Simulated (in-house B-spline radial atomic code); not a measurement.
K. Computed with a B-spline radial atomic code. Model: non-relativistic spherical atom: semilocal Troullier-Martins pseudo-atom, one channel per l, against all electrons, high spin, G0W0 and RPA with empty states to l = 8, local potential for every l without a channel, a model core (radius 0 = none) keeps its share of the functional.

What the tables leave out is listed at the end.

The pseudopotential gives back the lowest level of each angular momentum of its own functional in the configuration it was made in; a second state of the same l is only approximately right. Exact exchange, RPA and GW see the smooth pseudo-orbitals and miss the exchange with the core, for which the functional's share stands in. The column with an uncorrelated core keeps all orbitals and exact exchange, and so separates missing core correlation from pseudisation. Only the three outermost levels and the lowest empty one were computed. RPA here is direct RPA, with no exchange kernel, and its energies carry an (l + 1/2)⁻⁴ tail. A hybrid on a potential with a model core restores only its own semilocal share of the core's exchange.

Command:
```bash
python run_psgw.py task.json out
```
Settings (lengths in bohr, energies in hartree):
```
Z                      19
electrons              19
configuration          [Ar] 4s1
generated_in           [Ar] 4s1
functional             lda,vwn
core_shells            3
radius_factor          1.15
core_correction        False
ion_configuration      [Ne] 3s2 3p6
```

Time taken, with all properties: 49 s on 1 thread of Arm Neoverse N1, with other jobs on the host.

Given: made with LDA VWN5; model core radius 0 bohr; local radius 1.258 bohr; mean-field start LDA VWN5.

Valence shells of the generating configuration: 3s, 3p, 4s.

Channel: s 1.245, p 1.332 (radii in bohr).

Computed: largest level miss in the spin-unpolarised generating configuration 0.013 eV; all-electron RPA polarisability, core included 149.15 bohr³; pseudo-atom RPA polarisability 147.53 bohr³; ionisation by mean-field all-electron 4.5314 eV; ionisation by mean-field pseudo minus all 0.022 eV; ionisation by RPA all-electron 4.7723 eV; ionisation by RPA pseudo minus all 0.002 eV.

| level | occupied | mean-field all-electron (eV) | mean-field pseudo minus all (eV) | G0W0 all-electron (eV) | G0W0 uncorrelated core minus all (eV) | G0W0 pseudo minus all (eV) | exchange self-energy all-electron (eV) | exchange self-energy pseudo (eV) |
| --- | --- | --- | --- | --- | --- | --- | --- | --- |
| 4s up | 1 | -2.6178 | -0.014 | -4.4933 | 0.006 | -0.018 | -5.928 | -5.7268 |
| 4s down (empty) | 0 | -2.0223 | -0.013 | -0.71086 | 0.006 | 0.002 | -0.7912 | -0.58509 |

Q: What is the valence RPA correlation energy all-electron orbitals?

A: -0.47781 hartree.

Q: What is the valence RPA correlation energy pseudo?

A: -0.46276 hartree.

Given: mean-field start PBE0.

Computed: valence RPA correlation energy all-electron orbitals -0.44037 hartree; valence RPA correlation energy pseudo -0.43093 hartree; pseudo-atom RPA polarisability 130.65 bohr³; ionisation by mean-field all-electron 4.3765 eV; ionisation by mean-field pseudo minus all 0.014 eV; ionisation by RPA pseudo minus all 0.008 eV.

```tsv
level	occupied	mean-field all-electron (eV)	mean-field pseudo minus all (eV)	G0W0 all-electron (eV)	G0W0 uncorrelated core minus all (eV)	G0W0 pseudo minus all (eV)	exchange self-energy all-electron (eV)	exchange self-energy pseudo (eV)
4s up	1	-2.9886	-0.01	-4.5761	0.006	-0.009	-5.6377	-5.4677
4s down (empty)	0	-1.0057	-0.005	-0.36394	0.007	0.002	-0.76724	-0.57062
```

Q: What is the all-electron RPA polarisability, core included?

A: 131.32 bohr³.

Q: What is the ionisation by RPA all-electron?

A: 4.6574 eV.

Given: mean-field start Hartree-Fock.

Computed: valence RPA correlation energy pseudo -0.36153 hartree; all-electron RPA polarisability, core included 95.41 bohr³; pseudo-atom RPA polarisability 95.073 bohr³; ionisation by mean-field pseudo minus all 0.011 eV; ionisation by RPA all-electron 4.4549 eV; ionisation by RPA pseudo minus all 0.008 eV.

```csv
level,occupied,mean-field all-electron (eV),mean-field pseudo minus all (eV),G0W0 all-electron (eV),G0W0 uncorrelated core minus all (eV),G0W0 pseudo minus all (eV),exchange self-energy all-electron (eV),exchange self-energy pseudo (eV)
4s up,1,-4.0178,-0.01,-4.5289,0.006,-0.004,-5.2541,-5.1264
3p down,1,-25.945,-0.185,-25.777,0.119,-0.044,-27.556,-24.982
3p up,1,-25.991,-0.191,-25.819,0.117,-0.049,-27.537,-24.985
```

Q: What is the valence RPA correlation energy all-electron orbitals?

A: -0.36367 hartree.

Q: What is the ionisation by mean-field all-electron?

A: 4.008 eV.

Among the listed levels the largest G0W0 shift of the pseudo-atom is -0.05 eV, for 3p up on the Hartree-Fock start, while leaving the core uncorrelated moves that level by +0.12 eV. The rest, -0.17 eV, comes from pseudisation and the lost core exchange. Not in the tables (levels of low weight, unsolved or above zero; the highest and the empty levels are kept at any weight): on LDA the G0W0 levels 3p down (pseudo minus all -0.03 eV, weights 0.07 and 0.09), 3p up (pseudo minus all -0.04 eV, weights 0.07 and 0.09); on PBE0 the G0W0 levels 3p down (pseudo minus all -0.11 eV, weights 0.08 and 0.08), 3p up (pseudo minus all -0.11 eV, weights 0.08 and 0.08).
